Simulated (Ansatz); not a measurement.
Species: Mn, charge 1, quintet.

Total energies in hartree (Ansatz, an electronic-structure program). Radicals and triplets start from unrestricted determinants; spin-orbit coupling is neglected. The -DK rows use spin-free X2C, correlate 3s3p of the metal (1s2s2p frozen) and give its partners the cc-pVXZ-DK valence sets. The UHF reference of Mn+ ([Mn+], quintet) is spin-contaminated (<S^2> up to 1.00 over the pure value in the sets run). Open-shell metal atoms are single determinants of the lowest configuration found, not pure terms.

| species | HF/cc-pwCVTZ-DK | CCSD(T)/cc-pwCVTZ-DK | HF/cc-pwCVQZ-DK | CCSD(T)/cc-pwCVQZ-DK | CCSDT(Q)/cc-pwCVTZ-DK |
|---|---|---|---|---|---|
| 1: Mn+ (quintet) | -1157.12485 | -1157.64209 | -1157.12674 | -1157.67201 | -1157.62879 |
| 2: Mn+ (septet) | -1157.16597 | -1157.67438 | -1157.16785 | -1157.70385 | -1157.67433 |

Q: Work out the septet-quintet gap (Mn+ (septet) against Mn+ (quintet), E(septet) - E(quintet)) in eV: take Hartree-Fock from cc-pwCVQZ-DK, extrapolate the CCSD(T) correlation energy as X^-3 (X = 3, 4), and add CCSDT(Q) - CCSD(T) in cc-pwCVTZ-DK. 1 hartree = 27.211 eV.

A: 
Species 1: correlation (64·(-0.54527) - 27·(-0.51724))/37 = -0.56572; step +0.01330; E1 = -1157.12674 + (-0.56572) + (+0.01330) = -1157.67916
Species 2: correlation (64·(-0.53600) - 27·(-0.50841))/37 = -0.55613; step +0.00005; E2 = -1157.16785 + (-0.55613) + (+0.00005) = -1157.72393
-1·E1 +1·E2 = -0.04477 hartree = -1.22 eV.
